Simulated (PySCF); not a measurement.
Species: C3H13NOSi3.
SMILES with atom numbers: `[CH2:1]=[N:2][SiH2:3][Si@@H:4]([CH2:5][SiH3:6])[O:7][CH3:8]` (hydrogens: H9, H10 on C1; H11, H12 on Si3; H13 on Si4; H14, H15 on C5; H16, H17, H18 on Si6; H19, H20, H21 on C8)

Geometry (GFN2-xTB, Å), atoms numbered from 1 in this order:
```
atom  x, y, z in Å
C1     2.3776   -0.2401    1.6602
N2     2.1734    0.4042    0.6093
Si3    1.7325    0.0053   -1.0036
Si4   -0.5069    0.5455   -1.1652
C5    -1.6708   -0.9516   -1.2301
Si6   -1.5542   -2.1406    0.2426
O7    -1.0722    1.3281    0.1451
C8    -0.5245    2.4543    0.7595
H9     2.3960   -1.3308    1.7307
H10    2.5621    0.2968    2.5886
H11    2.0193   -1.3759   -1.4349
H12    2.6596    0.8828   -1.7276
H13   -0.7228    1.3967   -2.3580
H14   -2.6984   -0.6019   -1.3195
H15   -1.4546   -1.4948   -2.1493
H16   -1.9254   -1.4850    1.4967
H17   -2.4582   -3.2773    0.0219
H18   -0.1829   -2.6571    0.3527
H19   -0.6190    3.3296    0.1123
H20    0.5330    2.2950    0.9827
H21   -1.0723    2.6338    1.6854
```

Computed at PBE0/pcSseg-1 (PySCF, non-relativistic), with Q(14N) = 0.02044 b, Q(17O) = −0.0256 b: N2, 14N (I = 1): χzz = -5.012 MHz, η = 0.766; O7, 17O (I = 5/2): χzz = -10.13 MHz, η = 0.432.

Q: Where would the pure quadrupole (NQR) lines of 14N at N2 fall for the rigid, isolated species?

A: From ν± = (3/4)|χ|(1 ± η/3) and ν0 = |χ|η/2: ν+ 4.718 MHz, ν− 2.800 MHz, ν0 1.918 MHz (C=N nitrogen).

Q: Find the zero-field quadrupole resonance frequencies of 17O at O7.

A: From the eigenvalues of H = χ/[4I(2I − 1)] × [3Iz² − I(I + 1) + η(Ix² − Iy²)], steps between neighbouring levels, labelled as for η = 0: ±1/2↔±3/2 1.802 MHz, ±3/2↔±5/2 2.938 MHz (silyl ether oxygen).

In a crystal, neighbours and librations shift these lines. GFN2-xTB bond lengths can be off by several hundredths of an ångström, more for odd bonds, and the gradients follow them. A larger basis could move these couplings by a tenth or more.

One conformer stands for the species.
